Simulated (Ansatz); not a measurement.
# Loss of C2H6: C2H6FIn → InF + C2H6

Species: C2H6FIn `C[CH2][InH][F]`, singlet; InF, singlet; C2H6 `CC`, singlet. 

Shapes, held fixed at every level: PBE0-D4/def2-TZVP. Flexible molecules stand in one conformer, not always the lowest. Programs: Ansatz 0.2.0. The zero-point and thermal change to 298 K, harmonic and unscaled (PBE0-D4/def2-TZVP), is +10.2 kJ/mol.

Task: Estimate ΔH(298 K) of this reaction.

Result: The highest level, CCSD(T)/def2-TZVPP, gives ΔH(298 K) = -102.3 kJ/mol; the levels span -126.5 to -98.6. The column of differences is taken from that level and isn't an error. No measured value is set beside it here. For atoms past krypton def2 sets carry core potentials with scalar relativity. Correlated rows may include outer-core shells of In, which these sets cover unevenly.

```csv
level,kind,ΔH(298 K) (kJ/mol),less CCSD(T)/def2-TZVPP
PBE-D4/def2-TZVPP,GGA,-111.1,-8.8
r2SCAN-D4/def2-TZVPP,meta-GGA,-100.2,+2.1
B3LYP-D4/def2-TZVPP,global hybrid,-126.5,-24.2
MP2/def2-SVP,perturbation theory,-98.6,+3.7
CCSD(T)/def2-SVP,coupled cluster or CI,-112.4,-10.1
CCSD/def2-TZVPP,coupled cluster or CI,-107.8,-5.5
CCSD(T)/def2-TZVPP,coupled cluster or CI,-102.3,0.0
```
